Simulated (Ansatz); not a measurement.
Born–Oppenheimer molecular dynamics of H$_{6}$O$_{3}$SSi (11 atoms, charge 0, multiplicity 1). It starts at the highest image of a converged band. Of that band: The profile has 2 maxima (images 4, 8) with wells between them (image 7): this band takes more than one step, which may be the mechanism or a detour left from its start path. Neighbouring images differ by up to 1.7 eV, so the band resolves the path poorly. A vibrational analysis at the climbing image gives one clearly imaginary mode, 1094i cm⁻¹: a first-order saddle point.

Level of theory: RKS B3LYP-D4/def2-SVP in Ansatz 0.2.0.

```yaml
ensemble: NVE (velocity Verlet)
time_step: 0.5 fs
steps_asked: 200
starting_velocities_drawn_for: 100 K
seed: 10668
```

First frame:

```xyz
11
Properties=species:S:1:pos:R:3
Si 0.213 0.222 0.064
H -0.136 -0.088 1.740
O 1.704 -0.156 -0.557
H 1.699 -1.055 -0.920
O -0.890 1.274 -0.597
H -1.573 0.804 -1.094
O -0.500 -1.292 -0.228
H -1.292 -1.518 0.274
S 1.171 2.120 1.186
H 2.362 1.513 1.394
H 0.332 0.775 1.840
```

How far do the bonds stretch over the last three quarters of this one trajectory? (Pairs bonded in most of those frames.)


| bond | mean (Å) | spread (Å) | shortest | longest |
| --- | --- | --- | --- | --- |
| Si1–H2 | 1.489 | 0.053 | 1.41 | 1.58 |
| Si1–O3 | 1.679 | 0.021 | 1.64 | 1.71 |
| Si1–O5 | 1.663 | 0.023 | 1.63 | 1.70 |
| Si1–O7 | 1.678 | 0.039 | 1.62 | 1.73 |
| O3–H4 | 0.965 | 0.007 | 0.95 | 0.98 |
| O5–H6 | 0.971 | 0.010 | 0.95 | 0.99 |
| O7–H8 | 0.965 | 0.017 | 0.94 | 0.99 |
| S9–H10 | 1.352 | 0.011 | 1.34 | 1.37 |
| S9–H11 | 1.378 | 0.081 | 1.25 | 1.50 |

Mean temperature of the second half: 1326 K. The conserved energy stayed within 0.14 meV per atom of its start (net change -0.13 meV per atom), so the integration is sound. The system heated up, since it started high on the potential surface and ran downhill. A run of 0.1 ps of so small a system gives no equilibrium averages. The orbitals stay closed-shell, which can raise the energy where a bond breaks towards radicals; this wasn't checked here.

Time of the run: 8.1 min on 4 threads of Arm Neoverse N1, with other jobs on the host, peak memory 0.25 GiB.
